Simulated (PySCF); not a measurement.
C₈H₇O₂ (charge +1).
Atom-mapped SMILES: `[CH:1]#[C:2][c:3]1[cH:4][cH:5][o+:6][c:7]([O:8][CH3:9])[cH:10]1` (hydrogens: H11 on C1; H12 on C4; H13 on C5; H14, H15, H16 on C9; H17 on C10)

Cartesian coordinates in Å at the GFN2-xTB level; atoms count from 1:
```xyz
17
C8H7O2 angstrom
C      3.8819   -1.2937    0.1784
C      2.7852   -0.8193    0.0310
C      1.5109   -0.2589   -0.1489
C      1.3192    0.8175   -1.0638
C      0.0745    1.3287   -1.2072
O     -0.9796    0.8658   -0.5264
C     -0.8365   -0.1369    0.3340
O     -1.8848   -0.5492    0.9671
C     -3.1533    0.0676    0.7346
C      0.4101   -0.7316    0.5510
H      4.8391   -1.7115    0.3101
H      2.1512    1.2095   -1.6247
H     -0.1862    2.1419   -1.8699
H     -3.8531   -0.4615    1.3772
H     -3.4485   -0.0384   -0.3106
H     -3.1231    1.1252    1.0021
H      0.4860   -1.5431    1.2563
```

Structure optimised with GFN2-xTB, isolated species.

Masses are those of the commonest isotopes; rigid-rotor values at the optimised geometry. The values belong to one conformer with, in the numbering `[CH:1]#[C:2][c:3]1[cH:4][cH:5][o+:6][c:7]([O:8][CH3:9])[cH:10]1`, O6–C7–O8–C9 0°.

What are A, B and C (GHz)?

Ia = 146.31, Ib = 608.64, Ic = 751.74 u·Å²; 505379 MHz·u·Å²/I gives 3454, 830.3 and 672.3 MHz, that is A = 3.4541, B = 0.8303, C = 0.6723 GHz.

What kind of rotor is it?

An asymmetric top; Ray's κ = -0.886.

What does the inertial defect say?

Not planar: Δ = Ic − Ia − Ib = -3.21 u·Å². For a rigid frame Δ = −2 Σ m c², so Σ m c² = 1.60 u·Å² lies off the ab plane, practically all of it from hydrogen. The atom farthest from that plane is 0.89 Å away.

Give the other two planar moments, Paa and Pbb, and the rms extents of the mass along the axes.

Paa = Σ m a² = (Ib + Ic − Ia)/2 = 607.04 and Pbb = Σ m b² = (Ia + Ic − Ib)/2 = 144.71 u·Å². With the mass M = 135.04 u, the rms extents √(P/M) along a, b and c are 2.12, 1.04, 0.11 Å.

Where do the levels up to J = 5 lie, in MHz?

Above 0(0,0):
J = 1: 1(0,1) 1503, 1(1,1) 4126, 1(1,0) 4284
J = 2: 2(0,2) 4501, 2(1,2) 6974, 2(1,1) 7448, 2(2,1) 15319, 2(2,0) 15326
J = 3: 3(0,3) 8981, 3(1,3) 11240, 3(1,2) 12188, 3(2,2) 19827, 3(2,1) 19861, 3(3,1) 33345, 3(3,0) 33345
J = 4: 4(0,4) 14923, 4(1,4) 16921, 4(1,3) 18500, 4(2,3) 25832, 4(2,2) 25935, 4(3,2) 39369, 4(3,1) 39370, 4(4,1) 58277, 4(4,0) 58277
J = 5: 5(0,5) 22301, 5(1,5) 24011, 5(1,4) 26376, 5(2,4) 33330, 5(2,3) 33567, 5(3,3) 46904, 5(3,2) 46909, 5(4,2) 65805, 5(4,1) 65805, 5(5,1) 90116, 5(5,0) 90116
Those of J = 1 are B + C, A + C and A + B.

Estimate the classical rotational partition function at 10 K, 100 K and 500 K.

Point group Cs, symmetry number σ = 1; q = (√π/σ)·√((kT/h)³/(ABC)), k/h = 20836.6 MHz/K: 3840 at 10 K, 121000 at 100 K, 1360000 at 500 K.

Stationary, but not proved a minimum. These are rigid-rotor constants of the computed structure; measured ground-state constants (B0) also hold zero-point vibration.
